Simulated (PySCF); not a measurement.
Dipole response of S (sulfur, neutral)

[Ne] 3s2 3p3 4s1, high-spin 5S determinant (an excited configuration). Computed with PySCF 2.14 in dyall-av3z (19s12p3d2f, 84 functions), with scalar relativity by spin-free X2C-1e. Coupled (time-dependent) response in atomic units; α is the mean over directions.

| method | mean α (bohr³) | C₆ (like pair) | S(−4) |
| --- | --- | --- | --- |
| wB97X-V | 439.6 | 6054 | 271300 |

S(−4) is the Cauchy moment in α(ω) = α(0) + S(−4) ω² + …

α(iu) at wB97X-V:

```tsv
u (hartree)	α(iu) (bohr³)
0	439.6
0.0500	176.8
0.100	69.08
0.200	26.04
0.300	16.04
0.500	9.109
0.750	5.538
1.00	3.696
1.50	1.950
2.00	1.196
3.00	0.5847
5.00	0.2357
```

The outer electron is Rydberg-like, and this basis confines it to a smaller radius and binds it less than a complete one would.
